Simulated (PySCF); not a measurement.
## From computed data to an observable: chemical shift, span and skew from a shielding tensor

CuF, SMILES [F][Cu], multiplicity 1. Atoms are numbered in the order given.

```xyz
2

Cu     0.0000     0.0000    -0.4179
F      0.0000     0.0000     1.3466
```
Charge 0, spin multiplicity 1.

Geometry: PBE0-D3(BJ)/def2-TZVPD. The spin state was assumed, not searched.

GIAO shieldings from PBE/pcSseg-2 (PySCF), non-relativistic, no solvent. The symmetric part of the tensor of F2 has the principal values 489.9, 704.4, 704.4 ppm. The same nucleus in CFCl3 has σ = 132.0 ppm at this level (PySCF, at its B3LYP-D3(BJ)/def2-TZVP geometry).

Task: Work out the isotropic shielding, the ¹⁹F shift against CFCl3, the span and the skew.

Result: 
σ(iso) = (σ11 + σ22 + σ33)/3 = 632.9 ppm. δ = σ(ref) − σ(iso) = 132.0 − (632.9) = -500.9 ppm.
Span Ω = σ33 − σ11 = 214.5 ppm. Skew κ = 3(σ(iso) − σ22)/Ω = -1.00, an axial tensor. Tumbling in solution averages the tensor to δ; in a static solid the shielding alone would spread this spin-1/2 line over Ω.
